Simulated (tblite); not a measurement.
Problem. Give a GFN2-xTB geometry of `FC(/C=C/O[CH]O)(F)F` [radical]. (Doublet state.)

Solution. 
```
atom  x, y, z in Å
O1     3.3755    0.2296    0.5207
C2     2.0425    0.0405    0.5771
O3     1.4375   -0.2949   -0.5699
C4     0.1194   -0.4279   -0.7116
C5    -0.8363   -0.2304    0.2215
C6    -2.2698   -0.4242   -0.0934
F7    -2.8180   -1.4525    0.5929
F8    -2.5090   -0.6746   -1.3895
F9    -3.0164    0.6524    0.2299
H10    3.7043   -0.0688   -0.3386
H11    1.5384    0.4654    1.4224
H12   -0.1306   -0.7288   -1.7190
H13   -0.6418    0.0535    1.2399
```

Orientation and origin are arbitrary. Atoms count from 1 in this order. The C–C distances run from 1.350 Å (C4=C5, drawn double) to 1.480 Å (C5–C6, drawn single), a spread of 0.130 Å. C2 (carbon bonded to 2 O and H) is almost planar (angles 124.2°, 116.5° and 116.3°, sum 357.0°, 0.12 Å off the plane of its three neighbours). Of the pairs four or more bonds apart, F8···H12 is among the closest relative to their van der Waals radii: 2.40 Å, 90 % of the sum of Bondi's values. C4 (carbon bonded to C, O and H) is planar (angles 127.7°, 121.4° and 110.8°, sum 360.0°, 0.00 Å off the plane of its three neighbours).

Bonds between heavy atoms (Å): O1–C2 1.348, C2–O3 1.339, O3–C4 1.332, C4=C5 1.350, C5–C6 1.480, C6–F7 1.352, C6–F8 1.342, C6–F9 1.349.

The geometry is computed with GFN2-xTB (gas phase). This method treats the open shell by occupation alone, without spin polarisation.

Point group: near Cs, missed by 0.36 Å at most; the miss may be what the optimiser left on a soft mode. Its GFN2-xTB frequencies are all real (lowest 22 cm⁻¹). Torsions: H–O1–C2–O3 -10°, O1–C2–O3–C4 -175°, C2–O3–C4–C5 2°.

On one thread of an Intel Xeon Platinum 8259CL at 2.50 GHz (shared host), this took 1.1 s of wall time. This is the geometry optimisation.

One conformer stands for the species.
